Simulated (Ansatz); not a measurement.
Consider the atomization: `B[SiH2][CH2][InH2]` → B• + C• + 8 H• + In• + Si•.

Gas-phase electronic energies from Ansatz, PBE0-D4/def2-TZVP geometries. CCSD(T)/CBS adds triple-zeta CCSD(T) − MP2 to the extrapolated MP2 energy (def2 sets, frozen cores). This one scheme is used for every species, atoms too. Functionals use def2-TZVPP. B3LYP here is the variant with VWN-RPA as its local correlation; programs differ in this. No spin–orbit coupling; open shells (•) take unrestricted orbitals. Spin–orbit coupling would lower the free atoms: a little for B, C, Si; strongly for In. def2 core potentials past Kr. Bonds to In are less sure, by a few kJ/mol each and by 10 to 20 or more in all where they break to atoms, as the def2 sets lack core-valence functions. Each species was taken in one conformer, which may not be the lowest.

```
          level  ΔE (kcal/mol)
      r2SCAN-D4          855.0
       B3LYP-D4          850.1
         r2SCAN          853.4
          B3LYP          839.8
CCSD/def2-TZVPP          826.5
 MP2/def2-QZVPP          841.2
   HF/CBS(def2)          650.6
 CCSD/CBS(def2)          844.8
```

(1) What does CCSD(T)/CBS give? (An estimate is asked.)

Largest T1 diagnostic among the species: 0.015.

Results:

(1) Computed: +853.4 kcal/mol. The listed levels differ from it by 1.6, -3.3, 0.0, -13.6, -26.9, -12.2, -202.8, -8.6 kcal/mol.

In def2-TZVPP, CCSD(T) changes the Hartree–Fock value by +185.8 kcal/mol (the triples alone add +8.6 kcal/mol) and MP2 by +181.0 kcal/mol; breaking electron pairs costs correlation energy, which Hartree–Fock lacks. The D4 term adds +10.3 kcal/mol with B3LYP and +5.4 kcal/mol with PBE0; it sums over pairs of atoms, weighted by their polarisabilities, and B3LYP, whose exchange is more repulsive, gets the larger term.

For atomizations the MP2-based limit and the directly extrapolated one differ by several kJ/mol either way, and by 10 to 25 for some Ge, Se and Sn compounds, so smaller differences from it don't rank the levels.
